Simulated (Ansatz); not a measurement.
```xyz
10

Si    0.939    0.040   -0.954
B    -1.003    0.452   -1.219
S    -2.044    0.325    0.190
Ga   -0.480   -0.300    1.750
H     1.082   -0.310    0.536
H     1.903    1.159   -1.128
H     1.473   -1.170   -1.633
H    -1.485    0.772   -2.264
H    -0.432   -1.828    2.067
H     0.046    0.860    2.655
```

The species carries charge 0 and has multiplicity 1.

**Question.** List the ωB97M-V/def2-TZVPP orbital energies in eV (the Gaussian-basis code of Ansatz). (An estimate is asked.)

**Answer.** Computed: Occupied: -10153.84, -2426.67, -1807.41, -1257.35, -1111.53, -1111.45, -1111.41, -220.68, -188.48, -163.73, -163.70, -163.68, -154.69, -148.52, -107.18, -106.97, -106.89, -102.68, -102.62, -102.58, -26.30, -26.18, -26.09, -26.06, -26.02, -23.00, -18.73, -16.39, -14.78, -13.07, -12.72, -12.28, -11.50, -11.49, -10.06, -9.57. Lowest empty: 0.01, 0.45, 1.57, 1.88, 2.74, 2.80, 3.11, 3.15.
